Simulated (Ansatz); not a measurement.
Steps of a relaxation of C₂H₆SZn (`[CH3][Zn][CH2]S`) with RKS PBE-D4/def2-SVP.

```sh
$ ansatz run in.yaml --threads 4 --pin off --events-out ev --progress --plain --max-ram 10444MiB
```

```yaml
crystal:
  periodic: [false, false, false]
  atoms:
    - {symbol: C, position_ang: [-0.928500, 1.176100, -0.289600]}
    - {symbol: Zn, position_ang: [-0.497000, 0.492800, 0.925100]}
    - {symbol: C, position_ang: [0.516800, -1.082900, 0.712600]}
    - {symbol: S, position_ang: [2.091100, -1.113200, -0.343200]}
    - {symbol: H, position_ang: [-1.296300, 0.634000, -1.208600]}
    - {symbol: H, position_ang: [-1.777200, 1.950000, -0.016700]}
    - {symbol: H, position_ang: [-0.022900, 1.783400, -0.536700]}
    - {symbol: H, position_ang: [-0.126700, -1.852700, 0.398200]}
    - {symbol: H, position_ang: [0.855400, -1.251300, 1.820100]}
    - {symbol: H, position_ang: [1.268300, -0.787300, -1.458400]}
basis:
  gaussian: {orbitals: def2-SVP}
hamiltonian: {xc: pbe, dispersion: d4}
relax: {f_tol: 0.03, max_steps: 200}
```

Positions (Å) and forces (eV/Å) along the path, 11 of 11 steps:

```xyz
10
step=1 energy=-61393.8491 eV
C    -0.928    1.176   -0.290   -9.045   13.053  -16.283
Zn   -0.497    0.493    0.925    6.294  -10.312   15.603
C     0.517   -1.083    0.713    3.936   -0.453    3.647
S     2.091   -1.113   -0.343   -2.245    0.588   -0.468
H    -1.296    0.634   -1.209    0.332    0.130    0.648
H    -1.777    1.950   -0.017    1.025   -0.410   -1.360
H    -0.023    1.783   -0.537   -0.213    0.180   -0.515
H    -0.127   -1.853    0.398   -1.170   -1.805   -0.414
H     0.855   -1.251    1.820   -0.068   -0.768   -1.495
H     1.268   -0.787   -1.458    1.155   -0.203    0.637
10
step=2 energy=-61397.3589 eV
C    -1.007    1.283   -0.342   -4.123    6.640   -6.221
Zn   -0.468    0.446    0.936    3.137   -5.361    5.652
C     0.582   -1.174    0.833    1.303   -0.288    1.440
S     2.043   -1.094   -0.334   -0.807    0.240    0.112
H    -1.349    0.736   -1.248    0.044   -0.162    0.241
H    -1.803    2.047   -0.084    0.422   -0.108   -0.720
H    -0.085    1.848   -0.619   -0.192    0.213   -0.328
H    -0.094   -1.948    0.466   -0.311   -0.614    0.059
H     0.943   -1.422    1.871    0.254   -0.486   -0.755
H     1.321   -0.772   -1.477    0.273   -0.074    0.520
10
step=3 energy=-61399.0355 eV
C    -1.098    1.442   -0.404   -0.105    1.376   -1.310
Zn   -0.401    0.324    0.844    0.780   -1.531    0.820
C     0.657   -1.297    0.915   -0.348    0.117   -0.199
S     2.053   -1.102   -0.274    0.015   -0.024    0.139
H    -1.426    0.864   -1.291   -0.159   -0.092    0.021
H    -1.855    2.165   -0.125   -0.505    0.618    0.005
H    -0.161    1.965   -0.717   -0.279    0.275   -0.142
H    -0.056   -2.062    0.536    0.283   -0.326    0.248
H     1.068   -1.571    1.883    0.343   -0.440    0.420
H     1.303   -0.779   -1.365   -0.025    0.028   -0.003
10
step=4 energy=-61399.4027 eV
C    -1.128    1.559   -0.439    0.369   -0.063   -0.209
Zn   -0.382    0.233    0.732    0.028   -0.078    0.013
C     0.676   -1.379    0.951   -0.534   -0.207   -0.187
S     2.060   -1.133   -0.237    0.317   -0.056    0.068
H    -1.489    0.952   -1.300   -0.131    0.178   -0.024
H    -1.905    2.267   -0.123   -0.156    0.157    0.104
H    -0.219    2.099   -0.789   -0.227    0.200   -0.077
H     0.031   -2.225    0.610    0.315   -0.093    0.237
H     1.122   -1.626    1.926    0.114   -0.050    0.133
H     1.318   -0.800   -1.327   -0.094    0.011   -0.058
10
step=5 energy=-61399.5319 eV
C    -1.135    1.616   -0.468    0.053   -0.081   -0.094
Zn   -0.379    0.182    0.627   -0.035    0.089   -0.218
C     0.667   -1.437    0.953   -0.218   -0.450    0.114
S     2.088   -1.190   -0.202    0.071    0.003   -0.043
H    -1.558    1.092   -1.361   -0.032    0.177    0.154
H    -1.917    2.282   -0.042    0.153   -0.146   -0.005
H    -0.287    2.234   -0.844   -0.151    0.034    0.083
H     0.121   -2.383    0.689    0.229    0.287    0.160
H     1.132   -1.591    1.951   -0.118    0.114   -0.094
H     1.350   -0.857   -1.300    0.049   -0.027   -0.056
10
step=6 energy=-61399.5953 eV
C    -1.161    1.646   -0.477    0.102   -0.062   -0.086
Zn   -0.340    0.169    0.512   -0.162    0.121   -0.129
C     0.669   -1.446    0.944   -0.166   -0.258    0.021
S     2.144   -1.230   -0.154    0.066   -0.036   -0.094
H    -1.644    1.201   -1.379   -0.005    0.097    0.134
H    -1.920    2.261    0.053    0.109   -0.121    0.011
H    -0.357    2.318   -0.850   -0.104    0.004    0.071
H     0.145   -2.405    0.705    0.175    0.193    0.107
H     1.088   -1.542    1.969   -0.081    0.101   -0.077
H     1.460   -1.022   -1.320    0.067   -0.038    0.041
10
step=7 energy=-61399.6512 eV
C    -1.173    1.667   -0.487   -0.120    0.028   -0.023
Zn   -0.364    0.129    0.372    0.037    0.009   -0.028
C     0.654   -1.444    0.912    0.085   -0.008   -0.058
S     2.190   -1.292   -0.119    0.086   -0.003    0.073
H    -1.729    1.326   -1.388    0.000    0.043    0.019
H    -1.893    2.203    0.165    0.033   -0.011   -0.004
H    -0.406    2.394   -0.827    0.006   -0.011    0.032
H     0.196   -2.438    0.750   -0.066   -0.068    0.043
H     1.025   -1.414    1.957   -0.042    0.044    0.017
H     1.582   -1.181   -1.332   -0.019   -0.023   -0.071
10
step=8 energy=-61399.6624 eV
C    -1.208    1.691   -0.483    0.067   -0.171    0.086
Zn   -0.329    0.111    0.281   -0.328    0.602   -0.259
C     0.664   -1.426    0.867    0.270   -0.241    0.045
S     2.256   -1.399   -0.084   -0.030   -0.015    0.058
H    -1.792    1.403   -1.383   -0.005    0.021    0.019
H    -1.909    2.165    0.237    0.029   -0.023   -0.021
H    -0.469    2.460   -0.796   -0.006   -0.042    0.032
H     0.171   -2.413    0.775   -0.013   -0.103    0.004
H     0.981   -1.316    1.922    0.011   -0.006    0.079
H     1.718   -1.327   -1.333    0.005   -0.020   -0.043
10
step=9 energy=-61399.6747 eV
C    -1.234    1.707   -0.481   -0.098    0.046    0.002
Zn   -0.330    0.129    0.207   -0.100    0.036   -0.003
C     0.667   -1.419    0.846    0.167   -0.005    0.007
S     2.291   -1.416   -0.055   -0.115   -0.012   -0.118
H    -1.848    1.472   -1.380    0.062    0.013    0.107
H    -1.910    2.152    0.285    0.088   -0.067   -0.109
H    -0.499    2.487   -0.773   -0.016    0.000    0.003
H     0.192   -2.419    0.777   -0.029    0.002   -0.005
H     0.952   -1.273    1.913   -0.007   -0.015   -0.092
H     1.801   -1.470   -1.336    0.048    0.002    0.208
10
step=10 energy=-61399.6775 eV
C    -1.242    1.715   -0.477   -0.016    0.009    0.005
Zn   -0.346    0.133    0.210    0.039    0.015   -0.016
C     0.680   -1.412    0.829   -0.001   -0.009    0.057
S     2.311   -1.430   -0.043   -0.077   -0.008   -0.043
H    -1.859    1.474   -1.367    0.000    0.004    0.001
H    -1.914    2.161    0.286    0.002   -0.001   -0.007
H    -0.508    2.492   -0.776   -0.006   -0.016    0.005
H     0.187   -2.404    0.757    0.029    0.010   -0.005
H     0.954   -1.272    1.896   -0.021   -0.005    0.014
H     1.819   -1.509   -1.312    0.051    0.000   -0.011
10
step=11 energy=-61399.6783 eV
C    -1.242    1.716   -0.477    0.014    0.001   -0.005
Zn   -0.333    0.141    0.208   -0.009   -0.003    0.008
C     0.679   -1.410    0.834   -0.017   -0.008   -0.025
S     2.306   -1.431   -0.044    0.023    0.001    0.007
H    -1.860    1.470   -1.365   -0.003    0.000   -0.003
H    -1.914    2.158    0.288   -0.004    0.001    0.005
H    -0.514    2.497   -0.779   -0.003    0.000    0.000
H     0.186   -2.401    0.753   -0.006    0.003    0.010
H     0.950   -1.278    1.903    0.010    0.002    0.008
H     1.824   -1.512   -1.317   -0.004    0.002   -0.004
```

It took 11 s on 4 threads of an AMD EPYC 7B13 on a shared host, with 0.18 GiB of host memory at the peak.
